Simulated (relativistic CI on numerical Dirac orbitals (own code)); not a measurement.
## V⁵⁺ in a cubic cluster: 2p photoemission with charge transfer

Computed with a charge-transfer multiplet model of a cubic metal-ligand cluster with up to 2 ligand holes, Slater and spin-orbit integrals from Dirac-Coulomb-Breit ions, Slater integrals scaled by 0.9. The ground state mixes d0 with configurations of k ligand holes L, whose averages lie at kΔ + k(k − 1)U_dd/2; a core hole lowers each added d electron by U_cd. 300 K, Lorentzian 0.6 eV and Gaussian 0.8 eV FWHM.

Atomic integrals in eV (Slater integrals scaled, ζ unscaled), ground: F2dd 9.064, F4dd 5.680, zeta_d 0.024; with the core hole: F2dd 9.064, F4dd 5.680, zeta_d 0.047, zeta_core 4.606, F2cd 6.737, G1cd 5.189, G3cd 2.951. Where a configuration has fewer than two d electrons, the dd integrals are those of d2.

Cluster parameters (eV): Δ = 1.7, U_dd = 4.6, 10Dq = 1.35, 10Dq(ligand) = 1.3, V(eg) = 2.55, V(t2g) = -1.26, final-state hopping factor = 1.

```tsv
Case	n_d	d0	d1L	d2L2	S
U_cd = 4 eV	0.79	0.35	0.51	0.14	0.00
U_cd = 5.8 eV	0.79	0.35	0.51	0.14	0.00
U_cd = 7 eV	0.79	0.35	0.51	0.14	0.00
```

Weights, n_d and S are thermal averages at 300 K. Binding energies count from the first peak over 30 % of the highest in each spectrum, which can be another peak from case to case. The parameters are a model scan and need not match a compound or its usual spin state. Peaks in eV (height, largest 100):
- U_cd = 4 eV: 0.0 (100), 4.9 (7), 7.5 (35), 10.9 (6)
- U_cd = 5.8 eV: 0.0 (100), 4.5 (7), 7.5 (36), 11.8 (10)
- U_cd = 7 eV: 0.0 (100), 3.0 (6), 4.3 (7), 7.5 (37), 12.0 (11), 12.9 (11), 20.2 (6)

Curve for U_cd = 4 eV (points under 2 left out, the grid thinned):

| E (eV) | Intensity |
| --- | --- |
| -2.8 | 2.0 |
| -2.4 | 2.8 |
| -2.1 | 3.6 |
| -1.7 | 5.7 |
| -1.4 | 8.7 |
| -1.0 | 18.9 |
| -0.7 | 38.1 |
| -0.3 | 81.5 |
| 0.0 | 100.0 |
| 0.4 | 71.9 |
| 0.7 | 39.5 |
| 1.1 | 16.0 |
| 1.5 | 8.4 |
| 1.8 | 6.3 |
| 2.2 | 5.1 |
| 2.5 | 4.7 |
| 2.9 | 4.5 |
| 3.2 | 4.7 |
| 3.6 | 5.1 |
| 3.9 | 5.4 |
| 4.3 | 6.1 |
| 4.6 | 6.9 |
| 5.0 | 7.3 |
| 5.4 | 6.8 |
| 5.7 | 7.0 |
| 6.1 | 10.1 |
| 6.4 | 15.0 |
| 6.8 | 23.7 |
| 7.1 | 30.3 |
| 7.5 | 34.6 |
| 7.8 | 30.8 |
| 8.2 | 19.8 |
| 8.5 | 12.1 |
| 8.9 | 6.3 |
| 9.3 | 4.3 |
| 9.6 | 4.0 |
| 10.0 | 4.4 |
| 10.3 | 4.9 |
| 10.7 | 5.4 |
| 11.0 | 5.5 |
| 11.4 | 5.0 |
| 11.7 | 4.2 |
| 12.1 | 2.9 |
| 12.4 | 2.2 |
| 18.7 | 2.0 |

A d0 ion has no d-d gap: its lowest excitations are ligand-to-metal charge transfer. With the core hole the configuration with one ligand hole lies at Δ − U_cd = -2.3, -4.1, -5.3 eV from the one without, in the order of the table; where this is negative the screened configuration lies lower, though the effective hopping of about 5.6 eV (from the holes of the mixed ground state) mixes the two strongly wherever it is as large as the gap.

With at most 2 ligand holes the space is cut while the next configuration still counts, so covalency is underestimated, and a final configuration with one more ligand hole, which can lie low, is missing from the spectra.
